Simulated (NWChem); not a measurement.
The numbers come from NWChem runs, not from measurements. System: ITl, charge 0, spin multiplicity 1, at a geometry optimised with PBE/def2-SVP with def2 effective core potentials on I, Tl. The structure started from a generated list of species. Level: CCSD(T)/def2-SVPD with def2 effective core potentials on I, Tl, 8 core orbitals frozen.

NWChem printed:

```
             Northwest Computational Chemistry Package (NWChem) 7.3.0
             --------------------------------------------------------

                                NWChem Input Module
                                -------------------

 Scaling coordinates for geometry "geometry" by  1.889725989
 (inverse scale =  0.529177249)

 Turning off AUTOSYM since
 SYMMETRY directive was detected!

                             Geometry "geometry" -> ""
                             -------------------------

 Output coordinates in angstroms (scale by  1.889725989 to convert to a.u.)

  No.       Tag          Charge          X              Y              Z
 ---- ---------------- ---------- -------------- -------------- --------------
    1 Tl                  81.0000     0.00000000     0.00000000    -1.14091400
    2 I                   53.0000     0.00000000     0.00000000     1.74366100

 Effective nuclear repulsion energy (a.u.)     787.5537748042

            Nuclear Dipole moment (a.u.)
            ----------------------------
        X                 Y               Z
 ---------------- ---------------- ----------------
     0.0000000000     0.0000000000    -0.0000018897

      Symmetry information
      --------------------

 Group name             C2v
 Group number             16
 Group order               4
 No. of unique centers     2

      Symmetry unique atoms

     1    2


 Summary of "ao basis" -> "" (spherical)
 ------------------------------------------------------------------------------
       Tag                 Description            Shells   Functions and Types
 ---------------- ------------------------------  ------  ---------------------
 *                         def2-svpd                  on all atoms

 Summary of "ao basis" -> "ao basis" (spherical)
 ------------------------------------------------------------------------------
       Tag                 Description            Shells   Functions and Types
 ---------------- ------------------------------  ------  ---------------------
 Tl                        def2-svpd                12       32   5s4p3d
 I                         def2-svpd                13       35   5s5p3d

                                 NWChem SCF Module
                                 -----------------

  ao basis        = "ao basis"
  functions       =    67
  atoms           =     2
  closed shells   =    23
  open shells     =     0
  charge          =   0.00
  wavefunction    = RHF
  use symmetry    = T
  symmetry adapt  = T

 Summary of "ao basis" -> "ao basis" (spherical)
 ------------------------------------------------------------------------------
       Tag                 Description            Shells   Functions and Types
 ---------------- ------------------------------  ------  ---------------------
 Tl                        def2-svpd                12       32   5s4p3d
 I                         def2-svpd                13       35   5s5p3d

      Symmetry analysis of basis
      --------------------------

        a1         31
        a2          6
        b1         15
        b2         15

 Forming initial guess at       0.1s

      Superposition of Atomic Density Guess
      -------------------------------------

 Sum of atomic energies:        -542.36373632

      Non-variational initial energy
      ------------------------------

 Total energy =    -468.136879
 1-e energy   =   -1011.250683
 2-e energy   =     446.802196
 HOMO         =      -0.291458
 LUMO         =       0.001576

      Symmetry analysis of molecular orbitals - initial
      -------------------------------------------------

 !! scf_movecs_sym_adapt:   42 vectors were symmetry contaminated

  Symmetry fudging

 !! scf_movecs_sym_adapt:   40 vectors were symmetry contaminated

  Numbering of irreducible representations:

     1 a1          2 a2          3 b1          4 b2

  Orbital symmetries:

     1 a1          2 a1          3 a1          4 b2          5 b1
     6 a1          7 b1          8 b2          9 a1         10 b1
    11 b2         12 a1         13 a2         14 a1         15 b2
    16 b1         17 a2         18 a1         19 a1         20 a1
    21 b2         22 b1         23 a1         24 b2         25 b1
[...]
  ----- ------------  ---------------      ----- ------------  ---------------
    46      0.487196  2 I  pz                49      0.466974  2 I  pz
     3      0.357096  1 Tl s                  4      0.287957  1 Tl s
     1     -0.243307  1 Tl s                 14     -0.237236  1 Tl pz
    43     -0.201515  2 I  pz                40     -0.164968  2 I  pz

 Vector   24  Occ=0.000000D+00  E= 1.119676D-02  Symmetry=b2
              MO Center= -7.3D-30, -3.1D-16, -1.3D+00, r^2= 6.1D+00
   Bfn.  Coefficient  Atom+Function         Bfn.  Coefficient  Atom+Function
  ----- ------------  ---------------      ----- ------------  ---------------
    16      0.706518  1 Tl py                13      0.342378  1 Tl py
    48     -0.191410  2 I  py                29     -0.185589  1 Tl d -1

 Vector   25  Occ=0.000000D+00  E= 1.119676D-02  Symmetry=b1
              MO Center= -4.7D-15,  2.8D-29, -1.3D+00, r^2= 6.1D+00
   Bfn.  Coefficient  Atom+Function         Bfn.  Coefficient  Atom+Function
  ----- ------------  ---------------      ----- ------------  ---------------
    15      0.706518  1 Tl px                12      0.342378  1 Tl px
    47     -0.191410  2 I  px                31      0.185589  1 Tl d  1

 Vector   26  Occ=0.000000D+00  E= 3.633477D-02  Symmetry=a1
              MO Center=  5.7D-16,  1.4D-16, -2.5D+00, r^2= 1.4D+01
   Bfn.  Coefficient  Atom+Function         Bfn.  Coefficient  Atom+Function
  ----- ------------  ---------------      ----- ------------  ---------------
     5      2.567121  1 Tl s                 37     -1.653923  2 I  s
     4     -1.018956  1 Tl s                 52      0.519948  2 I  pz
    17      0.431864  1 Tl pz                36      0.421910  2 I  s
    30      0.381073  1 Tl d  0               1      0.156184  1 Tl s

 center of mass
 --------------
 x =   0.00000000 y =   0.00000000 z =  -0.07167152

 moments of inertia (a.u.)
 ------------------
        2328.894210325554           0.000000000000           0.000000000000
           0.000000000000        2328.894210325554           0.000000000000
           0.000000000000           0.000000000000           0.000000000000

  Mulliken analysis of the total density
  --------------------------------------

    Atom       Charge   Shell Charges
 -----------   ------   -------------------------------------------------------
    1 Tl  21    20.40   2.90 -0.86  1.23  0.69 -0.03  3.40  2.58  0.33  0.12  9.70  0.34 -0.00
    2 I   25    25.60   1.83  0.22  1.19  0.73  0.03  2.93  3.13  2.54  2.86  0.12  9.82  0.19  0.01

       Multipole analysis of the density wrt the origin
       ------------------------------------------------

     L   x y z        total         open         nuclear
     -   - - -        -----         ----         -------
     0   0 0 0     -0.000000      0.000000     46.000000

     1   1 0 0     -0.000000      0.000000      0.000000
     1   0 1 0      0.000000      0.000000      0.000000
     1   0 0 1     -2.102590      0.000000     37.099726

     2   2 0 0    -39.199118      0.000000      0.000000
     2   1 1 0     -0.000000      0.000000      0.000000
     2   1 0 1     -0.000000      0.000000      0.000000
     2   0 2 0    -39.199118      0.000000      0.000000
     2   0 1 1      0.000000      0.000000      0.000000
     2   0 0 2    -42.990660      0.000000    369.048863

                   NWChem Extensible Many-Electron Theory Module
                   ---------------------------------------------


            General Information
            -------------------
      Number of processors :     1
         Wavefunction type : Restricted Hartree-Fock
          No. of electrons :    46
           Alpha electrons :    23
            Beta electrons :    23
           No. of orbitals :   134
            Alpha orbitals :    67
             Beta orbitals :    67
        Alpha frozen cores :     8
         Beta frozen cores :     8
     Alpha frozen virtuals :     0
      Beta frozen virtuals :     0
         Spin multiplicity : singlet
    Number of AO functions :    67
       Number of AO shells :    25
        Use of symmetry is : on
      Symmetry adaption is : on
         Schwarz screening : 0.10D-09

          Correlation Information
          -----------------------
          Calculation type : Coupled-cluster singles & doubles w/ perturbation
   Perturbative correction : (T)
            Max iterations :      100
        Residual threshold : 0.10D-05
     T(0) DIIS level shift : 0.00D+00
     L(0) DIIS level shift : 0.00D+00
     T(1) DIIS level shift : 0.00D+00
     L(1) DIIS level shift : 0.00D+00
     T(R) DIIS level shift : 0.00D+00
     T(I) DIIS level shift : 0.00D+00
   CC-T/L Amplitude update :  5-th order DIIS
                I/O scheme : Global Array Library
        L-threshold :  0.10D-05
        EOM-threshold :  0.10D-05
 no EOMCCSD initial starts read in
 TCE RESTART OPTIONS
 SLICE:      F
 D4D5:       F
 quantumc:   F
 qrotation:  F
 pwtce:      F
 qducc:      F
 nacto:                         0
 nrotv:                         0
 nrot:                          0

            Memory Information
            ------------------
          Available GA space size is     249032311 doubles
          Available MA space size is     104850084 doubles

 Maximum block size supplied by input
 Maximum block size        24 doubles

 tile_dim =     20

 -------------------------------------------------

 Global array virtual files algorithm will be used

 Parallel file system coherency ......... OK

 4-electron integrals stored in orbital form

 v2    file size   =           803035
 4-index algorithm nr.  13 is used
 imaxsize =       30
 imaxsize ichop =        0


CCSD iterations
 ---------------------------------------------------------
 Iter          Residuum       Correlation     Cpu    Wall
 ---------------------------------------------------------
    1   0.0846514127259  -0.1909294865329     0.5     0.5
    2   0.0252293729127  -0.2031594875806     0.5     0.5
    3   0.0093474028181  -0.2068628782399     0.5     0.5
    4   0.0038168523493  -0.2079829533820     0.5     0.5
    5   0.0016165368333  -0.2084189522104     0.5     0.5
    6   0.0003908253138  -0.2086780557796     0.5     0.5
    7   0.0002328548691  -0.2086928322109     0.5     0.5
    8   0.0001151137000  -0.2086990064928     0.5     0.5
    9   0.0000800958704  -0.2086998659448     0.5     0.5
   10   0.0000455351290  -0.2087018418516     0.5     0.5
   11   0.0000088132259  -0.2087036768163     0.5     0.5
   12   0.0000039279740  -0.2087040122862     0.5     0.5
   13   0.0000021129227  -0.2087039517472     0.5     0.5
   14   0.0000011645274  -0.2087039366229     0.5     0.5
   15   0.0000006888910  -0.2087039098321     0.5     0.5
 -----------------------------------------------------------------
 Iterations converged
 CCSD correlation energy / hartree =        -0.208703909832149
 CCSD total energy / hartree       =      -468.466166721322054

 Singles contributions

 Doubles contributions
 CCSD(T)
 Using plain CCSD(T) code
             total no. of tasks          500
 total no. of tasks / no. procs          500
                         wl_min          512           2.8
                         wl_max      2744000          11.8
        thresh for no. of tasks          500

 CCSD[T]  correction energy / hartree =        -0.007307316477040
 CCSD[T] correlation energy / hartree =        -0.216011226309189
 CCSD[T] total energy / hartree       =      -468.473474037799122
 CCSD(T)  correction energy / hartree =        -0.006848642218929
 CCSD(T) correlation energy / hartree =        -0.215552552051077
 CCSD(T) total energy / hartree       =      -468.473015363540981

 Task  times  cpu:       21.9s     wall:       21.9s

 Total times  cpu:       21.9s     wall:       21.9s
```

### Question
Write an NWChem input that would produce this output.

### Answer
One answer among several that fit: 
```
start mol
memory heap 100 mb stack 700 mb global 1900 mb
geometry units angstroms nocenter noautoz
  Tl     0.000000     0.000000    -1.140914
  I      0.000000     0.000000     1.743661
  symmetry group C2v
end
basis spherical
  * library def2-svpd
end
ecp
  I library def2-ecp
  Tl library def2-ecp
end
scf
  rhf
  nopen 0
  maxiter 100
  thresh 1e-7
  semidirect memsize 60000000 filesize 0
end
tce
  freeze core 8
  ccsd(t)
  2eorb
  2emet 13
  thresh 1e-6
  maxiter 100
  tilesize 24
end
task tce energy
```
